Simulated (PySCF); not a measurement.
C2H6I2Si, SMILES C[Si](C)(I)I, CAM-B3LYP/def2-SVP optimised geometry.

```
11

C      1.13    -0.65     0.00
Si    -0.74    -0.65     0.00
C     -1.48    -1.52     1.47
I     -1.52     1.69     0.00
I     -1.52    -1.78    -2.05
H      1.50    -1.69    -0.01
H      1.50    -0.15     0.90
H      1.52    -0.13    -0.88
H     -2.58    -1.50     1.43
H     -1.15    -2.57     1.49
H     -1.16    -1.03     2.40
```

Density from PySCF with CAM-B3LYP/def2-TZVP, def2 effective core potentials past Kr at that geometry. The core electrons that the potentials of I replace are not part of the density.

Minimum of the electron density along straight lines between bonded atoms, close to the bond critical point (lines longer than 1.1 times the sum of covalent radii, or with two minima, are not listed):

```csv
bond,length / Å,ρ at the minimum / e bohr⁻³,∇²ρ there / e bohr⁻⁵,position (fraction from the first atom)
C1–Si2,1.865,0.128,0.14,0.61
Si2–C3,1.865,0.128,0.14,0.39
Si2–I4,2.468,0.080,-0.07,0.35
Si2–I5,2.468,0.080,-0.07,0.35
C1–H6,1.101,0.268,-0.88,0.64
C1–H7,1.101,0.268,-0.88,0.64
C1–H8,1.099,0.270,-0.90,0.65
C3–H9,1.099,0.270,-0.90,0.65
C3–H10,1.101,0.268,-0.88,0.64
C3–H11,1.101,0.268,-0.88,0.64
```
